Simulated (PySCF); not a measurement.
(E)-1-bromo-1-fluoroprop-1-ene (C3H4BrF), SMILES C/C=C(\F)Br. Coordinates come from a PBE-D3(BJ)/def2-SVP optimisation.

Method: PBE-D3(BJ)/def2-SVP (PySCF).

Harmonic wavenumbers (cm⁻¹): 142, 187, 205, 332, 354, 523, 718, 786, 962, 999, 1024, 1115, 1277, 1344, 1406, 1408, 1697, 2964, 3031, 3087, 3140. Rotational constants (GHz): 8.214, 1.567, 1.327; symmetry number 1.

Question: Work out the zero-point energy and the ideal-gas rigid-rotor harmonic-oscillator thermochemistry at 298.15 K and 1 atm.

Answer: ZPE = ½ Σ hcν = ½ × 26703 cm⁻¹ = 159.72 kJ/mol. H − E(el) = 177.77 kJ/mol. Entropy in J/(mol K): translation 170.28, rotation 114.36, vibration 46.29, total 330.94. G − E(el) = 79.10 kJ/mol. Cp = 89.31 J/(mol K). Modes under 150 cm⁻¹ make the vibrational entropy uncertain.
